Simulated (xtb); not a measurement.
C2H9GaN, doublet, at a GFN2-xTB geometry (such geometries of metal compounds can be far from the true shape) (the spin is typed, not shown lowest); GFN1-xTB in xtb 6.7.1.

The xtb input:
```
$ xtb mol.xyz --gfn 1 --uhf 1 --etemp 1000 --json

# file mol.xyz
13

Ga     0.35565171     0.12567504     0.45849011
C      1.05725161     1.02823073    -1.36726847
H      1.88170245     0.47457811    -1.82071374
H      1.40219734     2.04652231    -1.17838924
H      0.23567631     1.07971697    -2.08591315
C     -1.70779912     0.52504554     0.93187866
H     -2.19629358    -0.32323370     1.41539074
H     -2.24749798     0.75945946     0.01096043
H     -1.79289149     1.38537280     1.59821234
N     -0.39654347    -1.79393875    -0.88360141
H     -1.12887412    -1.35294866    -1.43124050
H     -0.80548007    -2.58436714    -0.39589015
H      0.30534776    -2.14311248    -1.52806115
```

What does xtb print? Leave out banner, timings and long lists.


```
   ID    Z sym.   atoms
    1   31 Ga     1
    2    6 C      2, 6
    3    1 H      3-5, 7-9, 11-13
    4    7 N      10

           -------------------------------------------------
          |                Calculation Setup                |
           -------------------------------------------------

molecular fragmentation (1/2 indicates fragments):
1111111112222
# atoms in fragment 1/2:     9     4
 fragment masses (1/2) :       99.79       17.03
CMA distance (Bohr)    :   4.773
constraining FC (au)   :  0.0500

           -------------------------------------------------
          |                 G F N 1 - x T B                 |
           -------------------------------------------------

          ...................................................
          :                      SETUP                      :
          :.................................................:
          :  # basis functions                  40          :
          :  # atomic orbitals                  39          :
          :  # shells                           27          :
          :  # electrons                        25          :
          :  # halogen bonds                     0          :
          :  max. iterations                   250          :
          :  Hamiltonian                  GFN1-xTB          :
          :  restarted?                      false          :
          :  GBSA solvation                  false          :
          :  PC potential                    false          :
          :  electronic temp.         1000.0000000     K    :
          :  accuracy                    1.0000000          :
          :  -> integral cutoff          0.2500000E+02      :
          :  -> integral neglect         0.1000000E-07      :
          :  -> SCF convergence          0.1000000E-05 Eh   :
          :  -> wf. convergence          0.2000000E-04 e    :
          :  Broyden damping             0.4000000          :
          :  net charge                          0          :
          :  unpaired electrons                  1          :
          ...................................................

 iter      E             dE          RMSdq      gap      omega  full diag
   1    -13.6691673 -0.136692E+02  0.669E+00    5.03       0.0  T
   2    -13.6986891 -0.295218E-01  0.405E+00    4.25       1.0  T
   3    -13.6996160 -0.926877E-03  0.575E-01    3.70       1.0  T
   4    -13.6999350 -0.318997E-03  0.700E-02    3.79       1.0  T
[...]
         :: total energy             -13.547002770591 Eh    ::
[...]

  Mulliken/CM5 charges         n(s)   n(p)   n(d)
     1Ga    0.16528  0.14889   1.679  0.993  0.163
     2C    -0.23989 -0.37810   1.030  3.210  0.000
     3H     0.02113  0.07209   0.979  0.000  0.000
     4H     0.03033  0.08106   0.970  0.000  0.000
     5H     0.02881  0.08035   0.971  0.000  0.000
     6C    -0.23992 -0.37816   1.030  3.210  0.000
     7H     0.02149  0.07258   0.979  0.000  0.000
     8H     0.02955  0.08093   0.970  0.000  0.000
     9H     0.02959  0.08027   0.970  0.000  0.000
    10N    -0.47023 -1.03399   1.458  4.013  0.000
    11H     0.21291  0.39715   0.787  0.000  0.000
    12H     0.20470  0.38756   0.795  0.000  0.000
    13H     0.20624  0.38937   0.794  0.000  0.000

Wiberg/Mayer (AO) data.
largest (>0.10) Wiberg bond orders for each atom

 ---------------------------------------------------------------------------
     #   Z sym  total        # sym  WBO       # sym  WBO       # sym  WBO
 ---------------------------------------------------------------------------
     1  31 Ga   2.199 --     2 C    0.825     6 C    0.824    10 N    0.276
     2   6 C    3.845 --     3 H    0.958     4 H    0.953     5 H    0.947
                             1 Ga   0.825     6 C    0.139
     3   1 H    1.007 --     2 C    0.958
     4   1 H    1.005 --     2 C    0.953
     5   1 H    1.002 --     2 C    0.947
     6   6 C    3.845 --     7 H    0.957     9 H    0.954     8 H    0.947
                             1 Ga   0.824     2 C    0.139
     7   1 H    1.007 --     6 C    0.957
     8   1 H    1.002 --     6 C    0.947
     9   1 H    1.005 --     6 C    0.954
    10   7 N    3.149 --    12 H    0.952    13 H    0.952    11 H    0.947
                             1 Ga   0.276
    11   1 H    0.962 --    10 N    0.947
    12   1 H    0.966 --    10 N    0.952
    13   1 H    0.965 --    10 N    0.952
 ---------------------------------------------------------------------------

Topologies differ in total number of bonds
Writing topology from bond orders to xtbtopo.mol

 dipole moment from electron density (au)
     X       Y       Z
  -0.2819  -1.4364  -0.6758  total (Debye):    4.098

           -------------------------------------------------
          | TOTAL ENERGY              -13.547002770591 Eh   |
          | GRADIENT NORM               0.018963844742 Eh/α |
          | HOMO-LUMO GAP               3.833582096936 eV   |
           -------------------------------------------------

normal termination of xtb
```
